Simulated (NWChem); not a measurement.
System: GeNH$_{3}$F$_{2}$; SMILES [NH2][GeH]([F])[F]

Input file for NWChem:

```
start job
memory heap 200 mb stack 900 mb global 1100 mb
geometry units angstroms noautoz
  Ge    -0.021846     0.305514    -0.027017
  N      1.710645    -0.099483    -0.252221
  F     -0.843188    -0.239078    -1.443597
  F     -0.781009    -0.617130     1.231541
  H     -0.294054     1.781139     0.234611
  H      1.924019    -1.066298    -0.479553
  H      2.359417     0.254533     0.443777
end
basis spherical
  * library def2-svp
end
dft
  xc xwpbe 0.80 cpbe96 1.0 hfexch 1.00
  cam 0.2 cam_alpha 0.2 cam_beta 0.8
  iterations 150
  mulliken
end
task dft energy
```

The geometry was optimised at PBE0/def2-SVP.

Q: Give the results of this calculation. (LRC-wPBEh/def2-SVP.) Quantities: energy (Ha); highest occupied level (eV); orbital gap (eV); dipole (D).

A: The energy (Ha) is -2332.38, the highest occupied level (eV) is -10.17 and the orbital gap (eV) is 12.53. The dipole (D) comes out as 3.02.
